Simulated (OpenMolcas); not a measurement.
## Cr4+: effect of the active space

```
Program             : OpenMolcas 26.06
Method              : SS-CASPT2 or its RAS form, IPEA 0.25 Eh, imaginary shift 0.1 Eh
Basis               : ANO-R2
Scalar Hamiltonian  : X2C, finite nucleus
Spin-orbit coupling : state interaction with AMFI integrals over the reference wave functions, term energies averaged over their components
```

A. 2 electrons in 5 orbitals (3d); 2S+1 = 3 even, 10 roots; 2S+1 = 1 even, 15 roots; closed shells correlated: 3s 3p; CASPT2 step roughly 6 core-seconds
B. 8 electrons in 8 orbitals (RAS1 3p, at most 2 holes; RAS2 3d); 2S+1 = 3 even, 10 roots; 2S+1 = 1 even, 15 roots; closed shells correlated: 3s; CASPT2 step roughly 14 core-seconds
C. 2 electrons in 10 orbitals (3d 4d); 2S+1 = 3 even, 10 roots; 2S+1 = 1 even, 15 roots; closed shells correlated: 3s 3p; CASPT2 step of the order of 80 core-seconds

Energies in eV above 3d2 3F2, the measured ground level; measured values from Sugar and Corliss, J. Phys. Chem. Ref. Data 6, 317 (1977).

| Level | A | B | C | Measured |
| --- | --- | --- | --- | --- |
| 3d2 3F2 | 0.0000 | 0.0000 | 0.0000 | 0.0000 |
| 3d2 3F3 | 0.0638 | 0.0671 | 0.0641 | 0.0630 |
| 3d2 3F4 | 0.1452 | 0.1524 | 0.1458 | 0.1416 |
| 3d2 1D2 | 1.674 | 1.685 | 1.691 | 1.6351 |
| 3d2 3P0 | 2.019 | 1.988 | 2.019 | 1.9207 |
| 3d2 3P1 | 2.042 | 2.012 | 2.041 | 1.9437 |
| 3d2 3P2 | 2.091 | 2.064 | 2.090 | 1.9888 |
| 3d2 1G4 | 2.867 | 2.834 | 2.884 | 2.7300 |
| 3d2 1S0 | 6.532 | 6.410 | 6.556 | 6.3413 |

Deviations, from unrounded energies. A percentage is the sum of absolute deviations over the sum of measured energies, with the sign that they share, or ± where signs differ.

```tsv
Against measurement	Levels	A	B	C
mean absolute deviation (cm-1)	8	670	450	730
fine structure of the ground term (%)	2	+2.2	+7.3	+2.6
other terms of the ground configuration (%)	6	+4.0	+2.6	+4.4
```

B lies closest to measurement on these levels and C furthest from it. The largest miss of B in the table is 3d2 1G4, by +840 cm-1. The ranking rests on the paired levels alone, and a cruder setting can come out closer through cancelling errors.

Among A to C the level of the table that moves most is 3d2 1S0, by 1200 cm-1 (lowest in B, highest in C). Moves below CASPT2's spread within the term are not significant.

Term energies are means over components that CASPT2 splits; among the terms shown or strongly mixed into the levels shown the widest spread is 710 cm-1 (3d2 1G, A). Active for correlation alone: 3p; no level in the range computed is led by a configuration that opens it, so any true level of that kind is missing (holds for B). Active for correlation alone: 4d; no level in the range computed is led by a configuration that fills it, so any true level of that kind is missing (holds for C). Measured partners are found by configuration, term and J. A level has none where our copy of the source lacks it or the pairing is in doubt (some pairs that miss far off the trend of their configuration count as doubtful), and it then counts in no deviation. Only configurations of the active space appear.
